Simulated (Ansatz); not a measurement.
Computed with Ansatz on PBE0-D4/def2-TZVP structures; ΔE is electronic, products minus reactants. CBS: MP2 limit from def2 TZ/QZ plus the TZ coupled-cluster correction, frozen cores. This one scheme is used for every species. Functionals use def2-TZVPP. Each species was taken in one conformer, which may not be the lowest.

Reaction (hydrogenolysis of the Si–Cl bond): `O[Si](O)([SiH3])Cl` + H₂ → `O[SiH](O)[SiH3]` + HCl

Task: Is it downhill or uphill in electronic energy at CCSD(T)/CBS, and by how much? (An estimate is asked.)

Result: The calculation gave: Uphill: ΔE = +99.1 kJ/mol.

Task: What do these levels give: LDA (SPW92), revPBE-D4, B97M-V, PBE0-D4, ωB97M-V, r2SCAN, LC-ωPBE, RPA@PBE/def2-TZVPP, MP2/def2-SVP, SCS-MP2/def2-TZVPP, CCSD(T)/def2-TZVPP, MP2/def2-QZVPP? (An estimate is asked.)

Result: Computed: LDA (SPW92) 97.4, revPBE-D4 104.4, B97M-V 100.2, PBE0-D4 99.1, ωB97M-V 101.0, r2SCAN 104.2, LC-ωPBE 91.9, RPA@PBE/def2-TZVPP 85.9, MP2/def2-SVP 90.7, SCS-MP2/def2-TZVPP 95.8, CCSD(T)/def2-TZVPP 93.0, MP2/def2-QZVPP 106.7 kJ/mol.

Largest T1 diagnostic among the species: 0.013.

In def2-TZVPP, CCSD(T) changes the Hartree–Fock value by +8.4 kJ/mol (the triples alone add +3.8 kJ/mol) and MP2 by +18.6 kJ/mol. At CCSD(T), def2-SVP lies −17.9 kJ/mol from the extrapolated value and def2-TZVPP −6.1 kJ/mol. Leaving LDA and LC-ωPBE aside and taking each functional with its dispersion term where it has one, the values, not all of them listed here, spread over 11.2 kJ/mol, from B2PLYP to r2SCAN-D4. LDA lies +4.0 kJ/mol from PBE without D4.
